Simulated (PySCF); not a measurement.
Isomers of C3H11PSi2.

All values: CAM-B3LYP/def2-SVPD (PySCF) at GFN2-xTB geometries, gas phase, one conformer each. Core orbitals are frozen in the response; Δα² is half the sum of the squared differences of the principal polarisabilities.

Question: Rank by dipole moment, lowest first.
A. `[CH2:1]=[C:2]([CH3:3])[SiH2:4][PH:5][SiH3:6]` with C1–C2–Si4–P5 137°, C2–Si4–P5–Si6 -71°
B. `[CH3:1][Si@H:2]1[CH2:3][Si@@H:4]([PH2:5])[CH2:6]1` with C3–Si4–P5–H -179° and -86°, C1–Si2–C3–Si4 106°, Si2–C3–Si4–P5 -103°, C3–Si4–C6–Si2 -8°, C1–Si2–C6–Si4 -106°
C. `[CH3:1][C@@H:2]1[SiH2:3][CH2:4][Si@@H:5]1[PH2:6]` with C4–Si5–P6–H 68° and -24°, C1–C2–Si3–C4 -129°, C2–Si3–C4–Si5 8°, Si3–C4–Si5–P6 104°, C1–C2–Si5–C4 130°

Answer: B (0.43 D), A (0.65 D), C (0.85 D).

All values together:

```tsv
SMILES	μ (D)	HOMO (eV)	LUMO (eV)	α (Å³)	Δα (Å³)
C[C@@H]1[SiH2]C[Si@@H]1P	0.85	-8.42	0.76	16.72	4.56
C[Si@H]1C[Si@@H](P)C1	0.43	-8.62	1.03	16.72	4.46
C=C(C)[SiH2]P[SiH3]	0.65	-8.35	0.73	17.56	3.77
C=CC[SiH2][SiH2]P	0.68	-8.45	0.68	17.57	3.83
```

Conformers: `[CH3:1][C@@H:2]1[SiH2:3][CH2:4][Si@@H:5]1[PH2:6]` with C4–Si5–P6–H 68° and -24°, C1–C2–Si3–C4 -129°, C2–Si3–C4–Si5 8°, Si3–C4–Si5–P6 104°, C1–C2–Si5–C4 130°; `[CH3:1][Si@H:2]1[CH2:3][Si@@H:4]([PH2:5])[CH2:6]1` with C3–Si4–P5–H -179° and -86°, C1–Si2–C3–Si4 106°, Si2–C3–Si4–P5 -103°, C3–Si4–C6–Si2 -8°, C1–Si2–C6–Si4 -106°; `[CH2:1]=[C:2]([CH3:3])[SiH2:4][PH:5][SiH3:6]` with C1–C2–Si4–P5 137°, C2–Si4–P5–Si6 -71°; `[CH2:1]=[CH:2][CH2:3][SiH2:4][SiH2:5][PH2:6]` with C1–C2–C3–Si4 96°, C2–C3–Si4–Si5 -63°, C3–Si4–Si5–P6 -41°, Si4–Si5–P6–H -157° and -65°.
